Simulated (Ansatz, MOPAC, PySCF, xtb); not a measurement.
Complex: ethylamine (SMILES CCN) (first 10 atoms) with HF (SMILES F); geometry from B3LYP-D3(BJ)/def2-TZVP, rigid monomers moved along the line of their centres of mass till N3···H12 is 2.23 Å.
(charge 0, multiplicity 1):
```xyz
12

C      1.24880     0.49068     0.01617
C     -0.25806     0.31018    -0.05882
N     -0.69058    -0.77892     0.83866
H      1.56613     1.31843    -0.61916
H      1.55864     0.69695     1.04085
H      1.76830    -0.40864    -0.32500
H     -0.56766     0.12931    -1.09429
H     -0.75852     1.22005     0.27711
H     -1.69413    -0.91649     0.78882
H     -0.25400    -1.65553     0.57155
F     -0.00086    -0.04535     3.86573
H     -0.28579    -0.37437     2.99408
```

Monomers are frozen at their geometry in the pair; levels with a basis set take the counterpoise correction. Rows marked so take none.

Correlated levels freeze the cores. Rows in 6-31G*, STO-3G carry no dispersion term and start afresh at each structure (6-31G* with six Cartesian d functions). The state that PM3, PM7 reach isn't checked; PM7 holds dispersion and hydrogen-bond terms.

The values were computed with Ansatz (a quantum-chemistry and plane-wave program) with Gaussian orbitals; MOPAC for PM3, PM7 (differences of heats of formation); PySCF for 6-31G* rows, STO-3G rows, the dispersion terms; xtb for the GFN methods. 

| level | interaction energy (kJ/mol) |
|---|---|
| GFN-FF | -36.8 |
| PM3 | -12.0 |
| PM7 | -24.7 |
| GFN2-xTB | -33.5 |
| HF/STO-3G (no counterpoise) | -23.3 |
| HF/6-31G* (no counterpoise) | -45.4 |
| PBE-D3(BJ)/def2-TZVPPD | (withheld) |
| B3LYP-D4/def2-TZVPPD | -44.9 |
| CCSD(T)/aug-cc-pVDZ | (withheld) |

Complete the blanks.


- PBE-D3(BJ)/def2-TZVPPD, interaction energy (kJ/mol): -47.3
- CCSD(T)/aug-cc-pVDZ, interaction energy (kJ/mol): -41.4
